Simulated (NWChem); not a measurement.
**Lowest excitation of hydrogen bromide (HBr)**

```
Br
H 1 1.4224
```
Charge 0, spin multiplicity 1.

Everything below was run with NWChem. All single points use one geometry, from PBE0/def2-SVP, a minimum by its harmonic frequencies.

Basis set: def2-SVPD.

| method | lowest vertical singlet excitation energy (eV) | relative cost | difference from EOM-CCSD |
|---|---|---|---|
| TD-PBE | 6.40 | 1 | -0.53 |
| TDA-PBE0 | 6.75 | under 3 | -0.18 |
| TD-B3LYP | 6.51 | under 3 | -0.42 |
| CIS | 7.29 | under 3 | +0.36 |
| EOM-CCSD | 6.93 | under 3 | 0.00 |

The values span 0.89 eV, from TD-PBE (lowest) to CIS (highest). Costs are rough ratios of processor time within this set of runs, SCF included, with TD-PBE as 1.

The Hamiltonian is non-relativistic. The correlated methods keep 9 core orbitals frozen. B3LYP has NWChem's definition, with VWN1-RPA local correlation. Differences from the coupled-cluster row are differences between methods, not errors against experiment.
